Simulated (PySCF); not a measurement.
A PySCF script (with the pyscf-properties extension) for the NMR shieldings of `InChI=1S/C6H10FPSSi/c1-10(2,3)6-8-5(7)4-9-6/h4H,1-3H3`, on a GFN2-xTB geometry:

```python
import basis_set_exchange as bse
import numpy as np
from pyscf import gto, dft
from pyscf.prop import nmr

atoms = """
C    -1.723716    1.488231   -0.548702
Si   -0.929100   -0.165931   -0.034270
C    -1.456143   -0.622511    1.738774
C    -1.333950   -1.554241   -1.266244
C     0.956012    0.066542   -0.046082
P     2.052792   -0.794801   -1.043914
C     3.454236    0.077924   -0.386061
F     4.699968   -0.190526   -0.826456
C     3.252871    1.021325    0.565122
S     1.621727    1.251275    1.017563
H    -1.447816    2.283830    0.136880
H    -2.806528    1.416033   -0.551552
H    -1.410700    1.788292   -1.544121
H    -2.534792   -0.718656    1.810600
H    -1.143648    0.138460    2.447589
H    -1.019312   -1.565362    2.053312
H    -2.399699   -1.756582   -1.285299
H    -0.826617   -2.476351   -1.001193
H    -1.027473   -1.289757   -2.273249
H     4.016742    1.613484    1.034268
"""
names = dict.fromkeys(["C", "Si", "P", "F", "S", "H"], "pcSseg-1")
basis = {el: gto.basis.parse(bse.get_basis(n, elements=[el], fmt="nwchem")) for el, n in names.items()}
mol = gto.M(atom=atoms, basis=basis, charge=0, verbose=0)
mf = dft.RKS(mol, xc="PBE0")
mf.grids.level = 2
mf.grids.alignment = dft.numint.BLKSIZE   # the property module wants whole blocks of grid points
mf.conv_tol = 1e-9
mf.kernel()

calc = nmr.RKS(mf)   # GIAO
C = mf.mo_coeff
Co = C[:, mf.mo_occ > 0]
resp = mf.gen_response(singlet=True, hermi=2)
def vind(x):   # induced exchange potential for any number of trial vectors
    d = np.einsum("pi,xij,qj->xpq", C, 2 * x.reshape(-1, C.shape[1], Co.shape[1]), Co, optimize=True)
    return np.einsum("xpq,pi,qj->xij", resp(d - d.transpose(0, 2, 1)), C, Co, optimize=True).ravel()
mo1, _ = nmr.rhf.solve_mo1(calc, with_cphf=vind)
sigma = calc.kernel(mo1)
for i, s in enumerate(sigma):   # ppm
    w = np.linalg.eigvalsh((s + s.T) / 2)
    print("%2d %-2s iso %8.1f  s11 %8.1f  s22 %8.1f  s33 %8.1f" % (i, mol.atom_pure_symbol(i), w.mean(), *w))
```

**Question.** What does it print?

**Answer.** 
```
 0 C  iso    184.0  s11    178.2  s22    182.2  s33    191.7
 1 Si iso    353.3  s11    338.0  s22    357.8  s33    364.1
 2 C  iso    184.4  s11    178.4  s22    183.2  s33    191.7
 3 C  iso    187.8  s11    184.4  s22    186.5  s33    192.6
 4 C  iso     -5.5  s11   -147.7  s22    -28.0  s33    159.2
 5 P  iso    112.2  s11   -179.6  s22    104.7  s33    411.4
 6 C  iso    -11.2  s11    -92.1  s22     17.2  s33     41.4
 7 F  iso    295.9  s11    173.7  s22    273.7  s33    440.3
 8 C  iso     53.7  s11    -31.4  s22     50.4  s33    142.3
 9 S  iso    205.0  s11    -13.2  s22    263.6  s33    364.6
10 H  iso     31.3  s11     26.4  s22     30.1  s33     37.4
11 H  iso     31.5  s11     27.0  s22     28.3  s33     39.2
12 H  iso     31.4  s11     27.3  s22     29.2  s33     37.8
13 H  iso     31.5  s11     27.0  s22     28.3  s33     39.1
14 H  iso     31.3  s11     26.2  s22     30.1  s33     37.4
15 H  iso     31.4  s11     27.3  s22     29.1  s33     37.9
16 H  iso     31.4  s11     26.5  s22     28.7  s33     39.1
17 H  iso     31.1  s11     26.7  s22     29.0  s33     37.6
18 H  iso     31.1  s11     26.8  s22     28.9  s33     37.6
19 H  iso     23.7  s11     20.6  s22     24.5  s33     26.0
```

These numbers come from an equivalent density-fitted implementation of the same equations, which agrees with the script to about 0.01 ppm for H and up to a few tenths of a ppm for heavy atoms, so last digits may differ.

**Question.** Turn these shieldings into chemical shifts. Chemical shifts δ = σref − σ; 13C (σref 186.93), 29Si (σref 349.16), 1H (σref 31.72) against TMS; 31P (σref 318.38) vs H3PO4; 19F (σref 170.95) against CFCl3; CS2 for 33S (σref 503.73), all at this level.

**Answer.** Averaging equivalent atoms: C 6: 198.1; C 4: 192.4; C 8: 133.2; C 0/2/3: 1.5; Si 1: -4.1; P 5: 206.2; F 7: -125.0; S 9: 299; H 19: 8.03; H 10/11/12/13/14/15/16/17/18: 0.38 ppm. Unscaled 19F shifts against computed CFCl3 carry errors that often reach 10 to 50 ppm. Experimental scales use liquid or dissolved standards, which lie at an offset from isolated H3PO4.

Size and cost of the density-fitted run: 241 basis functions, about 2.6 core-minutes.
